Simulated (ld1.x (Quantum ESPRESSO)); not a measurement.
## indium (In), TM: configuration errors across variants

ld1.x (Quantum ESPRESSO) 7.5 input, shortened:

```
&input
   title='In', zed=49., rel=1, dft='WC', iswitch=3,
   config='[Kr] 4d10 5s2 5p1'
 /
 &inputp
   pseudotype=2, tm=.true., lloc=0,
   nlcc=.false.
 /
2
5P  2  1   1.00   0.00  2.75  2.75  0.0
5S  1  0   2.00   0.00  1.70  1.70  0.0
 &test
   configts(1)='5s2 5p1'
 /
```

All-electron excitation energies from the reference (eV): (1) 5s2 5p0 5.351; (2) 5s1 5p0 24.647; (3) 5s2 5p0.5 1.934; (4) 5s1 5p1 12.040; (5) 5s2 5p1.3 -0.525; (6) 5s0 5p3 12.053; (7) 5s1 5p2 5.903.

A true bound ghost makes a file unfit for plane-wave use even where its test errors are small: the radial tests pick states by their node count and pass the ghost by.

Errors AE − PS in meV (a dash: test not solved or not reliable):

```csv
change,(1),(2),(3),(4),(5),(6),(7),bound ghosts
base,-6.6,-7.8,-1.9,+3.1,-0.1,+81,+14,none
"all radii scaled by about 0.74 (s 1.26, p 2.04 bohr)",-111,-230,-42,-88,+13,+73,-19,p
"all radii scaled by about 0.84 (s 1.42, p 2.30 bohr)",+2.5,+67,-0.6,+9.7,+0.1,+128,+15,p
"all radii scaled by about 0.93 (s 1.58, p 2.56 bohr)",-4.0,+0.3,-1.6,+1.7,0.0,+95,+14,none
"all radii scaled by about 0.97 (s 1.64, p 2.66 bohr)",-5.0,-2.7,-1.7,+2.3,-0.1,+90,+14,none
"all radii scaled by about 1.07 (s 1.82, p 2.94 bohr)",-7.7,-12,-2.1,+5.4,-0.1,+81,+17,none
"all radii scaled by about 1.16 (s 1.98, p 3.20 bohr)",-9.0,-17,-2.3,+7.0,-0.1,+82,+18,none
"all radii scaled by about 1.29 (s 2.20, p 3.56 bohr)",-11,-25,-2.5,+9.5,-0.1,+93,+21,none
"all radii scaled by about 1.39 (s 2.36, p 3.82 bohr)",-12,-32,-2.7,+11,-0.1,+97,+23,none
```

(1) Give the same row for: all radii scaled by about 1.24 (s 2.10, p 3.40 bohr).

## Answers

(1) -10, -23, -2.4, +8.9, -0.1, +91, +20; bound ghosts: none.
